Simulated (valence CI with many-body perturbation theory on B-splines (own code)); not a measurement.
**Energy levels of Cd XLIV**

Calculated by relativistic CI+MBPT: three valence electrons over a frozen Dirac-Fock core [He], radial functions for each j: 11 s, 11 p, 10 d, 8 f, 5 g, 2 h, with the one-electron correlation potential Σ1 (screened to all orders), the two-electron term Σ2, the three-electron term Σ3, Breit, model QED; selected single and double excitations, second order for the rest, scaled by the run's own slope (own B-spline code, finite nucleus).

The last digits are not significant, and no measured levels were compared; by estimate large intervals hold to a few tenths of a per cent, small ones and those within an open d or f shell to about a per cent.

Levels 181 to 196 of 196, with energies above the lowest level, (2s^2 2p1/2) J=1/2. "Leading %" is the weight of the configuration and term that name the level; weights of strongly mixed levels are sums over their largest components and can fall short, so below about 35 % the name and the second component can differ from the true leading terms, or belong to a minority configuration. In the jj column 3d3/2^4 stands for four electrons in 3d with j = 3/2. Lifetimes count E1, E2, E3, M1 and M2 decay at the calculated energies, and are blank where another channel may lead or the interval is too uncertain; long ones can be off by a factor of two.

| No. | Configuration | Term | J | E (Ry) | Leading % | Second component | Lifetime | g | Leading jj |
| --- | --- | --- | --- | --- | --- | --- | --- | --- | --- |
| 181 | 2s2p4d | ²D° | 5/2 | 423.23 | 45 | 28 % 2s2p4d ⁴P° | 9.51 fs | 1.287 | 2s 2p3/2 4d5/2 (99 %) |
| 182 | 2s2p4d | ²D° | 3/2 | 423.41 | 38 | 35 % 2s2p4d ²P° | 10.8 fs | 1.185 | 2s 2p3/2 4d5/2 (98 %) |
| 183 | 2s2p4d | ²F° | 7/2 | 423.42 | 66 | 34 % 2s2p4d ⁴D° | 6.46 fs | 1.230 | 2s 2p3/2 4d5/2 (82 %) |
| 184 | 2s2p4f | ⁴F | 7/2 | 423.70 | 39 | 26 % 2s2p4f ⁴G | 18.6 fs | 1.123 | 2s 2p3/2 4f5/2 (100 %) |
| 185 | 2s2p4d | ²P° | 1/2 | 423.73 | 82 | 12 % 2s2p4d ⁴D° | 8.56 fs | 0.713 | 2s 2p3/2 4d5/2 (98 %) |
| 186 | 2s2p4f | ⁴F | 5/2 | 423.74 | 47 | 25 % 2s2p4f ⁴D | 18.5 fs | 1.066 | 2s 2p3/2 4f5/2 (100 %) |
| 187 | 2s2p4f | ⁴G | 9/2 | 423.79 | 52 | 28 % 2s2p4f ²G | 18.8 fs | 1.179 | 2s 2p3/2 4f5/2 (87 %) |
| 188 | 2s2p4f | ⁴D | 3/2 | 423.82 | 47 | 23 % 2s2p4f ⁴F | 20.4 fs | 0.924 | 2s 2p3/2 4f5/2 (77 %) |
| 189 | 2s2p4p | ²P | 1/2 | 423.82 | 56 | 30 % 2s2p4p ²S | 22.2 fs | 1.183 | 2s 2p3/2 4p1/2 (97 %) |
| 190 | 2s2p4p | ²D | 3/2 | 423.85 | 50 | 17 % 2s2p4f ⁴D | 27.4 fs | 0.963 | 2s 2p3/2 4p1/2 (75 %) |
| 191 | 2s2p4f | ⁴D | 1/2 | 423.90 | 100 |  | 18.5 fs | 0.015 | 2s 2p3/2 4f5/2 (100 %) |
| 192 | 2s2p4f | ²G | 9/2 | 424.00 | 56 | 42 % 2s2p4f ⁴F | 19.1 fs | 1.199 | 2s 2p3/2 4f7/2 (87 %) |
| 193 | 2s2p4f | ²F | 7/2 | 424.00 | 39 | 25 % 2s2p4f ⁴D | 18.9 fs | 1.198 | 2s 2p3/2 4f7/2 (100 %) |
| 194 | 2s2p4f | ⁴G | 11/2 | 424.01 | 100 |  | 18.9 fs | 1.265 | 2s 2p3/2 4f7/2 (100 %) |
| 195 | 2s2p4f | ²F | 5/2 | 424.10 | 35 | 34 % 2s2p4f ⁴D | 18.9 fs | 1.123 | 2s 2p3/2 4f7/2 (100 %) |
| 196 | 2s2p4f | ²D | 3/2 | 424.22 | 75 | 20 % 2s2p4f ⁴D | 19.1 fs | 0.869 | 2s 2p3/2 4f7/2 (99 %) |

Where two levels of one J and parity lie close, their mixing, g and order are uncertain.
